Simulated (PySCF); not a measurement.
# Bond curve of HBr

Set-up: basis H cc-pVTZ, Br cc-pVTZ-PP with ECP10; scalar-relativistic core potentials; PySCF 2.14. Energies in eV from H + Br in their ground configurations at the same level. State: ¹Σ⁺ (singlet), closed shell.

Curves on a restricted Hartree–Fock reference rise too fast on stretching and do not dissociate correctly.

```json
{"R (Å)": "1.223", "RHF-SCS-MP2": "-3.317", "ωB97X": "-3.209"}
{"R (Å)": "1.280", "RHF-SCS-MP2": "-3.684", "ωB97X": "-3.593"}
{"R (Å)": "1.337", "RHF-SCS-MP2": "-3.885", "ωB97X": "-3.810"}
{"R (Å)": "1.379", "RHF-SCS-MP2": "-3.950", "ωB97X": "-3.887"}
{"R (Å)": "1.422", "RHF-SCS-MP2": "-3.958", "ωB97X": "-3.906"}
{"R (Å)": "1.465", "RHF-SCS-MP2": "-3.919", "ωB97X": "-3.878"}
{"R (Å)": "1.522", "RHF-SCS-MP2": "-3.812", "ωB97X": "-3.782"}
{"R (Å)": "1.593", "RHF-SCS-MP2": "-3.613", "ωB97X": "-3.593"}
{"R (Å)": "1.678", "RHF-SCS-MP2": "-3.310", "ωB97X": "-3.296"}
{"R (Å)": "1.792", "RHF-SCS-MP2": "-2.850", "ωB97X": "-2.834"}
```

Question: Put a parabola through the three lowest points of the RHF-SCS-MP2 curve and estimate Re, k and ωe (reduced mass 0.9951 u; 1 eV/Å² = 0.16022 mdyn/Å; ωe = 1302.8·√(k/μ) cm⁻¹).

Answer: Through R = 1.379, 1.422, 1.465 Å the second-order coefficient is 12.7 eV/Å², so Re ≈ 1.408 Å, k ≈ 4.07 mdyn/Å and ωe ≈ 2636 cm⁻¹. A polynomial fit of higher order to the unrounded RHF-SCS-MP2 energies gives Re = 1.407 Å, k = 4.38 mdyn/Å, ωe = 2733 cm⁻¹; anharmonicity and rounding make the difference.

The higher-order fit for each curve: RHF-SCS-MP2: Re = 1.407 Å, ωe = 2733 cm⁻¹, De = 3.96 eV; ωB97X: Re = 1.416 Å, ωe = 2697 cm⁻¹, De = 3.91 eV.

Correlated steps freeze 4 core orbitals. Where the molecule has an RHF reference, its open-shell atoms are computed with UHF.
